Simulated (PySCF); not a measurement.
# [ReO3Cl]− relaxed at several levels

Computed with PySCF 2.14.0, def2-SVP on the ligands, density fitting, scalar-relativistic core potentials, no spin-orbit coupling, vacuum. Each row is relaxed at its own level from the same template. Distances are means of the shortest metal–ligand contacts, charges and spins Mulliken's.

| level | basis on the metal | state | point group | M–O (Å) | M–Cl (Å) | charge on M (e) | spin on M (e) | HOMO–LUMO gap (eV) | strongest infrared band, degenerate modes summed (cm⁻¹) | unstable modes (below −25 cm⁻¹) |
| --- | --- | --- | --- | --- | --- | --- | --- | --- | --- | --- |
| r2SCAN | def2-SVP with ECP60 | doublet | Cs | 1.740 | 2.424 | 0.82 | 0.74 | 1.53 | – | not given |

(1) What does the calculation give for PBE, def2-SVP with ECP60?

Moved off a saddle point of the template and relaxed again: PBE, r2SCAN. One start shape was tried for each, so a minimum needn't be the lowest isomer. Open shells may have lower solutions than those found.

## Answers

(1) state: doublet, point group: Cs, M–O (Å): 1.751, M–Cl (Å): 2.434, charge on M (e): 0.61, spin on M (e): 0.73, HOMO–LUMO gap (eV): 0.92, strongest infrared band, degenerate modes summed (cm⁻¹): 868, unstable modes (below −25 cm⁻¹): 0.
```xyz
5

Re    0.0000    0.1548   -0.0394
O     1.5228    0.0140   -0.8961
O     0.0000    1.6856    0.8002
O    -1.5228    0.0140   -0.8961
Cl    0.0000   -2.1490    0.7450
```
